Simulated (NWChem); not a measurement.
System: BHCl, doublet; SMILES [BH]Cl

The following NWChem deck was run.

```
start job
memory heap 200 mb stack 900 mb global 1100 mb
geometry units angstroms
  B     -1.148709     0.446490     0.014808
  Cl     0.409334    -0.128607    -0.003882
  H     -2.076947    -0.265409    -0.022290
end
basis spherical
  B library 6-31g*
  Cl library 6-31g*
  H library 6-31g*
end
dft
  odft
  mult 2
  xc b3lyp
  iterations 150
end
driver
  maxiter 150
  loose
end
task dft optimize
```

Parts of the log:

```
             Northwest Computational Chemistry Package (NWChem) 7.3.0
             --------------------------------------------------------

 CS  symmetry detected

                             Geometry "geometry" -> ""
                             -------------------------

 Output coordinates in angstroms (scale by  1.889725989 to convert to a.u.)

  No.       Tag          Charge          X              Y              Z
 ---- ---------------- ---------- -------------- -------------- --------------
    1 B                    5.0000     0.12856333     1.19436968     0.00000000
    2 Cl                  17.0000     0.01011026    -0.46229949     0.00000000
    3 H                    1.0000    -0.81469107     1.88724294     0.00000000

 Effective nuclear repulsion energy (a.u.)      32.9551605552

      Symmetry information
      --------------------

 Group name             Cs
 Group number              2
 Group order               2
 No. of unique centers     3

                                Z-matrix (autoz)
                                --------

 Units are Angstrom for bonds and degrees for angles

      Type          Name      I     J     K     L     M      Value
      ----------- --------  ----- ----- ----- ----- ----- ----------
    1 Stretch                  1     2                       1.66090
    2 Stretch                  1     3                       1.17039
    3 Bend                     2     1     3               122.20964

                           NWChem Geometry Optimization
                           ----------------------------

 maximum gradient threshold         (gmax) =   0.004500
 rms gradient threshold             (grms) =   0.003000
 maximum cartesian step threshold   (xmax) =   0.018000
 rms cartesian step threshold       (xrms) =   0.012000
 fixed trust radius                (trust) =   0.300000
 source of zmatrix                         =   autoz

          -------------------
          Energy Minimization
          -------------------

 Using diagonal initial Hessian
 Scaling for Hessian diagonals: bonds = 1.00  angles = 0.25  torsions = 0.10

          --------
          Step   0

                                 NWChem DFT Module
                                 -----------------

 Summary of "ao basis" -> "ao basis" (spherical)
 ------------------------------------------------------------------------------
       Tag                 Description            Shells   Functions and Types
 ---------------- ------------------------------  ------  ---------------------
 B                           6-31g*                  6       14   3s2p1d
 Cl                          6-31g*                  8       18   4s3p1d
 H                           6-31g*                  2        2   2s

      Symmetry analysis of basis
      --------------------------

        a'         25
        a"          9

            General Information
            -------------------
          SCF calculation type: DFT
          Wavefunction type:  spin polarized.
          No. of atoms     :     3
          No. of electrons :    23
           Alpha electrons :    12
            Beta electrons :    11
          Charge           :     0
          Spin multiplicity:     2
          Use of symmetry is: on ; symmetry adaption is: on
          Maximum number of iterations: 150
          AO basis - number of functions:    34
                     number of shells:    16
          Convergence on energy requested:  1.00D-06
          Convergence on density requested:  1.00D-05
          Convergence on gradient requested:  5.00D-04

              XC Information
              --------------
                         B3LYP Method XC Potential
                     Hartree-Fock (Exact) Exchange  0.200
                        Slater Exchange Functional  0.800 local
                    Becke 1988 Exchange Functional  0.720 non-local
              Lee-Yang-Parr Correlation Functional  0.810
                  VWN I RPA Correlation Functional  0.190 local

             Grid Information
             ----------------
          Grid used for XC integration:  medium
          Radial quadrature: Mura-Knowles
          Angular quadrature: Lebedev.
          Tag              B.-S. Rad. Rad. Pts. Rad. Cut. Ang. Pts.
          ---              ---------- --------- --------- ---------
          B                   0.85       49           7.0       434
          Cl                  1.00       88           8.0       590
          H                   0.35       45           8.0       434
          Grid pruning is: on
          Number of quadrature shells:   182
          Spatial weights used:  Erf1

      Superposition of Atomic Density Guess
      -------------------------------------

 Sum of atomic energies:        -484.47490375

      Non-variational initial energy
      ------------------------------

 Total energy =    -484.968628
 1-e energy   =    -733.200803
 2-e energy   =     215.277015
 HOMO         =      -0.074641
 LUMO         =       0.023585

   Symmetry analysis of molecular orbitals - initial alpha
   -------------------------------------------------------

  Numbering of irreducible representations:

     1 a'          2 a"

  Orbital symmetries:

     1 a'          2 a'          3 a'          4 a'          5 a"
     6 a'          7 a'          8 a'          9 a'         10 a"
    11 a'         12 a'         13 a"         14 a'         15 a'
    16 a'         17 a'         18 a'         19 a"         20 a'
    21 a'         22 a"

   Symmetry analysis of molecular orbitals - initial beta
   ------------------------------------------------------

  Numbering of irreducible representations:

     1 a'          2 a"

  Orbital symmetries:

     1 a'          2 a'          3 a'          4 a'          5 a"
     6 a'          7 a'          8 a'          9 a'         10 a"
    11 a'         12 a'         13 a"         14 a'         15 a'
    16 a'         17 a'         18 a'         19 a"         20 a'
    21 a'         22 a"

[...]

      ----------------------
      Optimization converged
      ----------------------

  Step       Energy      Delta E   Gmax     Grms     Xrms     Xmax
  ---- ---------------- -------- -------- -------- -------- --------
@    2    -485.59011272 -8.9D-05  0.00062  0.00049  0.00854  0.01676
                                     ok       ok       ok       ok

                                Z-matrix (autoz)
                                --------

 Units are Angstrom for bonds and degrees for angles

      Type          Name      I     J     K     L     M      Value     Gradient
      ----------- --------  ----- ----- ----- ----- ----- ---------- ----------
    1 Stretch                  1     2                       1.73176    0.00062
    2 Stretch                  1     3                       1.19488    0.00043
    3 Bend                     2     1     3               122.92024    0.00040

                         Geometry "geometry" -> "geometry"
                         ---------------------------------

 Output coordinates in angstroms (scale by  1.889725989 to convert to a.u.)

  No.       Tag          Charge          X              Y              Z
 ---- ---------------- ---------- -------------- -------------- --------------
    1 B                    5.0000     0.13122282     1.21195182     0.00000000
    2 Cl                  17.0000     0.02131365    -0.51632000     0.00000000
    3 H                    1.0000    -0.82855396     1.92368130     0.00000000

 Effective nuclear repulsion energy (a.u.)      31.6696621790

      Symmetry information
      --------------------

 Group name             Cs
 Group number              2
 Group order               2
 No. of unique centers     3

                Final and change from initial internal coordinates
                --------------------------------------------------

                                Z-matrix (autoz)
                                --------

 Units are Angstrom for bonds and degrees for angles

      Type          Name      I     J     K     L     M      Value       Change
      ----------- --------  ----- ----- ----- ----- ----- ---------- ----------
    1 Stretch                  1     2                       1.73176    0.07086
    2 Stretch                  1     3                       1.19488    0.02449
    3 Bend                     2     1     3               122.92024    0.71060

 ==============================================================================
                                internuclear distances
 ------------------------------------------------------------------------------
       center one      |      center two      | atomic units |  angstroms
 ------------------------------------------------------------------------------
    2 Cl               |   1 B                |     3.27256  |     1.73176
    3 H                |   1 B                |     2.25799  |     1.19488
 ------------------------------------------------------------------------------
                         number of included internuclear distances:          2
 ==============================================================================
```

Level: B3LYP/6-31G* (spherical d), spin-unrestricted. In the optimisation the excess spin sits in a' (Cs, its own frame). No stability test was run on the SCF state.
